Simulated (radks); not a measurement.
Species: Hf2+. Configuration: [Xe] 4f14 5d2.

Calculated with a radial shooting solver on a logarithmic mesh with Libxc functionals: scalar-relativistic Kohn-Sham, PBEsol, spin-polarised, spherical densities, point nucleus; open shells are filled with parallel spins first (spin-orbit coupling, left out, can overturn this in heavy ions).

Energy parts (hartree):
total: -15072.8761
kinetic: 16516.1495
electron-nucleus: -37153.1343
Hartree: 5866.8163
exchange-correlation: -302.7076

Orbitals (lengths in bohr, moments of r in powers of bohr; r(90%) holds 90 % of the orbital's charge):
orbital  occ.  eigenvalue (hartree)  r(90%)      <r^2>
1s up       1             -2398.953  0.0345  0.0004951
1s down     1             -2398.953  0.0345  0.0004951
2s up       1             -410.7342   0.125   0.007643
2s down     1             -410.7318   0.125   0.007643
2p up       3             -360.7405   0.117   0.006286
2p down     3             -360.7386   0.117   0.006286
3s up       1             -94.00365   0.306    0.04980
3s down     1             -94.00343   0.306    0.04980
3p up       3             -79.07141   0.312    0.05044
3p down     3             -79.07108   0.312    0.05044
3d up       5             -61.39703   0.294    0.04188
3d down     5             -61.39582   0.294    0.04188
4s up       1             -19.36798   0.673     0.2477
4s down     1             -19.36668   0.673     0.2477
4p up       3             -14.46911   0.724     0.2820
4p down     3             -14.46792   0.724     0.2820
4d up       5              -8.14141   0.804     0.3326
4d down     5              -8.13977   0.804     0.3324
4f up       7              -1.17401    1.15     0.5985
4f down     7              -1.16725    1.14     0.5860
5s up       1              -3.02795    1.64      1.456
5s down     1              -3.00093    1.63      1.441
5p up       3              -1.87737    1.97      2.048
5p down     3              -1.83790    1.95      2.016
5d up       2              -0.63775    3.25      5.164
5d down     0              -0.57853    3.26      5.164

The highest occupied level is 5d up at -17.354 eV. For comparison, the ionisation energy in NIST's Atomic Spectra Database is 22.55 eV (theoretical). In exact Kohn-Sham theory the highest level is minus the ionisation energy, but local and semilocal functionals leave it too shallow, through self-interaction and a potential that decays too fast; potentials with the right tail come closer.
